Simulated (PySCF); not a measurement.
F$_{2}$O$_{2}$W, singlet, geometry from GFN2-xTB (such geometries of metal compounds can be far from the true shape) (core potentials on W). Base run: DF-BLYP/def2-TZVP in PySCF.

Input for PySCF:
```python
from pyscf import gto, scf, dft

mol = gto.M(
    atom='''
W     0.054870   -0.011695    0.018386
O     1.322296   -0.356872   -1.036446
O     0.493459   -0.030142    1.644881
F    -0.715267    1.598886   -0.415930
F    -1.349892   -1.158712   -0.276078
''',
    basis='def2-tzvp',
    ecp={'W': 'def2-tzvp'},
    charge=0,
    spin=0,
    verbose=4,
)

mf = dft.RKS(mol)
mf.xc = 'blyp'
mf = mf.density_fit(auxbasis='def2-universal-jkfit')
mf.kernel()
mf.analyze()
```

Each row names what was changed in the base input (with any setting that the change needs).

| change | ΔE vs base (mEh) | SCF cycles | outcome |
|---|---|---|---|
| base | 0.000 | 13 | converged |
| DIIS = EDIIS | - | 50 | not converged |
| damp = 0.5; diis_start_cycle = 5 | 0.000 | 21 | converged |
| diis_space = 4 | 0.000 | 18 | converged |
| init_guess = 1e | 0.000 | 17 | converged |
| level_shift = 0.3 (with mf.max_cycle = 100) | 0.000 | 20 | converged |
| level_shift = 1.0 (with mf.max_cycle = 100) | 0.000 | 37 | converged |
| solver = newton | 0.000 | - | converged |
| diis = off (with mf.max_cycle = 100) | - | 100 | not converged |
| init_guess = mod_huckel | 0.000 | 17 | converged |
| conv_tol = 1e-6 | 0.001 | 11 | converged |
| conv_tol_grad = 1e-3 | 0.000 | 13 | converged |
| conv_tol_grad = 1e-7 | 0.000 | 17 | converged |
